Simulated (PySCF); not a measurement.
Two species compared at the same levels of theory.

First species: GeBrH3.
InChI=1S/BrGeH3/c1-2/h2H3

Second species: C5H11NOSi2.
SMILES: `CC[Si@@H]1O[SiH2]C[C@H]1C#N`

Levels: CAM-B3LYP/def2-SVPD for HOMO energy, LUMO energy, HOMO–LUMO gap and static isotropic polarisability; TDDFT CAM-B3LYP/def2-SVPD for lowest singlet excitation; TDA CAM-B3LYP/def2-SVPD for lowest triplet excitation (Tamm–Dancoff). Geometries: PBE0-D3(BJ)/def2-SVP. Each structure is a single optimised conformer of the isolated species, non-relativistic unless stated. Electronic properties by PySCF.

Question: Which has the higher S1 energy?

Answer: The second: 7.08 eV against 6.08 eV, a difference of 1.00 eV.

Question: Which of the two has the higher LUMO energy, and by how much?

Answer: The second: 0.78 eV against -0.02 eV, a difference of 0.80 eV.

Question: Which has the higher HOMO–LUMO gap?

Answer: The second: 10.46 eV against 9.56 eV, a difference of 0.90 eV.

Question: Which of the two has the higher static isotropic polarisability, and by how much?

Answer: The second: 111.0 au against 54.2 au, a difference of 56.8 au.

Question: Which has the higher T1 energy?

Answer: The second: 6.17 eV against 5.62 eV, a difference of 0.55 eV.

Question: Which has the higher HOMO energy?

Answer: The first: -9.58 eV against -9.68 eV, a difference of 0.10 eV.

On the first: The vertical singlet–triplet gap S1 − T1 is 0.46 eV (TDDFT singlet less Tamm–Dancoff triplet). The polarisability is 8.04 Å³ as a volume (1 au = 0.148185 Å³), or 0.77 au for each of the 70 electrons. The calculation is non-relativistic and has no spin–orbit coupling, an omission that weighs most on bromine and germanium.

On the second: S1 lies 3.38 eV below the HOMO–LUMO gap; its leading configuration is HOMO→LUMO+1, weight 0.33. The polarisability is 16.45 Å³ as a volume (1 au = 0.148185 Å³), or 1.32 au for each of the 84 electrons.
